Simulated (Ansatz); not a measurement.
`O[SiH](F)F` and `F[SiH](F)S` differ in one element.

Ansatz, PBE0-D4/def2-TZVP geometries, multiplicity 1. Each molecule was computed in one conformer, which needn't be the lowest.

```csv
property,`O[SiH](F)F`
HOMO–LUMO gap (ωB97M-V/def2-TZVPP) / eV,14.91
LUMO energy (PBE/def2-TZVPP) / eV,-0.34
size of the dipole moment (ωB97M-V/def2-TZVPP) / D,1.20
HOMO energy (B3LYP/def2-TZVPP) / eV,-10.06
HOMO energy (PBE/def2-TZVPP) / eV,-8.51
HOMO energy (ωB97M-V/def2-TZVPP) / eV,-12.87
```

(1) What does the change do to each property? (Estimate.)

## Answers

(1) Computed: 
```tsv
property	`F[SiH](F)S`	shift
HOMO–LUMO gap (ωB97M-V/def2-TZVPP) / eV	12.36	-2.55
LUMO energy (PBE/def2-TZVPP) / eV	-1.03	-0.69
size of the dipole moment (ωB97M-V/def2-TZVPP) / D	0.76	-0.44
HOMO energy (B3LYP/def2-TZVPP) / eV	-8.01	2.05
HOMO energy (PBE/def2-TZVPP) / eV	-6.99	1.52
HOMO energy (ωB97M-V/def2-TZVPP) / eV	-10.50	2.37
```

With PBE0 the HOMO rises by 2.07 eV and the LUMO falls by 0.63 eV, so the gap narrows by about 2.70 eV. PBE moves the HOMO by 1.52 eV and ωB97M-V by 2.37 eV. Dipoles are sizes alone; their direction can turn.

B3LYP here is the variant with VWN-RPA as its local correlation; programs differ in this.
